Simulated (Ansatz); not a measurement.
CH3BSi, SMILES `B1=C[SiH2]1` (charge 0, multiplicity 1).

Cartesian coordinates (Å):
```xyz
6

B      0.6611    -0.6319     1.1149
C      1.2327    -0.1273    -0.0009
Si    -0.7609     0.0045     0.1470
H      1.8743     0.2084    -0.7965
H     -1.3929     1.3411     0.3075
H     -1.6142    -0.7948    -0.7719
```
Charge 0, spin multiplicity 1.

Frozen-core energies in 6-31g from Ansatz (a quantum-chemistry and plane-wave program) at a geometry from PBE0-D3(BJ)/def2-TZVP; the HF reference has <S^2> = 0.00 (restricted, and unstable towards unrestricted orbitals) and the T1 diagnostic is 0.019.

```csv
level,energy (Ha)
HF,-352.98350
MP2,-353.19425
CCSD,-353.22135
```

**Question.** Estimate the energies of CCSD(T), CCSDT, CCSDT(Q) and CCSDTQ, and give each level's difference from CCSDTQ.

**Answer.** 
```json
[
 {"level": "MP2", "energy (Ha)": "-353.19425", "difference from CCSDTQ (mHa)": "39.56"},
 {"level": "CCSD", "energy (Ha)": "-353.22135", "difference from CCSDTQ (mHa)": "12.47"},
 {"level": "CCSD(T)", "energy (Ha)": "-353.23248", "difference from CCSDTQ (mHa)": "1.34"},
 {"level": "CCSDT", "energy (Ha)": "-353.23312", "difference from CCSDTQ (mHa)": "0.69"},
 {"level": "CCSDT(Q)", "energy (Ha)": "-353.23388", "difference from CCSDTQ (mHa)": "-0.07"},
 {"level": "CCSDTQ", "energy (Ha)": "-353.23381", "difference from CCSDTQ (mHa)": "0.00"}
]
```
